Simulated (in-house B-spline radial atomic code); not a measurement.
## As⁹⁺: [Ar] 3d6

Computed with a B-spline radial code for spherical atoms: Dirac-Kohn-Sham PW91, spherical fractional occupations, Fermi nucleus of rms radius 4.0968 fm.

Z_r = [3n² - l(l+1)]/(2<r>); Z_e = n√(-2ε); the last column is Slater's effective charge. Values are occupation-weighted means over j.

```csv
shell,electrons,ε (eV),<r> (bohr),Z_r,Z_e,Slater
1s,2,-11934,0.0455,32.97,29.62,32.70
2s,2,-1705.1,0.2023,29.66,22.39,28.85
2p,6,-1522.6,0.1769,28.26,21.16,28.85
3s,2,-387.93,0.5725,23.58,16.02,21.75
3p,6,-330.36,0.5788,21.60,14.78,21.75
3d,6,-236.26,0.5709,18.39,12.50,13.25
```

The least bound orbital is 3d5/2 at -235.9 eV, while the most diffuse is 3p3/2 (<r> = 0.5816 bohr against 0.572 bohr): energy order and size order differ.

Spin-orbit splittings of the orbital energies (j = l + 1/2 above j = l - 1/2 when positive): 2p 36.6 eV, 3p 5.725 eV, 3d 0.9665 eV.

For the 1s electron the small component carries 1.43 % of the norm, the zero-frequency Breit interaction raises the level by 17.92 eV, self-energy by 9.323 eV, and vacuum polarisation lowers it by 0.9165 eV.

The density falls to 0.001 bohr⁻³ at 1.767 bohr; Σ<r²> = 5.7654 bohr² gives, by the non-relativistic formula and without the paramagnetism of open shells, a Langevin diamagnetic susceptibility of -4.566×10⁻⁶ cm³/mol.
